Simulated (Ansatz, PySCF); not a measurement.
Reaction (SMILES): OCO -> [OH] (HO) + [CH2]O (the C-O bond at the site shown breaks; other sites are not compared here)
Structures are relaxed separately at B3LYP-D3(BJ)/def2-TZVP in Ansatz (an electronic-structure program), one conformer each, not searched for the lowest.

Quantity: bond dissociation energy (0 K, with B3LYP-D3(BJ) harmonic zero-point energies from PySCF), in kcal/mol. Cores are frozen in the correlated levels unless marked. Open shells are spin-unrestricted. No spin-orbit coupling. Non-relativistic. CBS marks a two-point X^-3 extrapolation of the correlation energy; Hartree-Fock from the larger set. The bracket is a focal-point correction in the basis named.

```tsv
level	program	bond dissociation energy (kcal/mol)
PBE0/STO-3G	Ansatz	94.8
PBE0-D4/def2-TZVP	Ansatz + dftd4	___
BHLYP/def2-TZVPD	Ansatz	85.9
r2SCAN0-D4/def2-TZVPD	Ansatz + dftd4	___
LC-wPBE-D4/def2-TZVPD	Ansatz + dftd4	94.0
B2PLYP-D4/def2-TZVPD	Ansatz + dftd4	93.7
B2PLYP/def2-TZVPD	Ansatz	93.2
SCS-MP2/6-31G*	Ansatz	96.8
SCS-MP2/aug-cc-pVDZ	Ansatz	96.3
CCSD/6-31G*	Ansatz	91.0
CCSD/cc-pVDZ	Ansatz	___
CCSD(T) with core electrons/cc-pwCVTZ	Ansatz	95.2
RI-MP2/CBS(aug-cc-pVTZ,aug-cc-pVQZ)+[CCSD(T)-MP2]/aug-cc-pVTZ	Ansatz	___
```

Q: What belongs in the gaps?

A: 
- PBE0-D4/def2-TZVP, bond dissociation energy (kcal/mol): 94.2
- r2SCAN0-D4/def2-TZVPD, bond dissociation energy (kcal/mol): 88.2
- CCSD/cc-pVDZ, bond dissociation energy (kcal/mol): 88.9
- RI-MP2/CBS(aug-cc-pVTZ,aug-cc-pVQZ)+[CCSD(T)-MP2]/aug-cc-pVTZ, bond dissociation energy (kcal/mol): 97.6
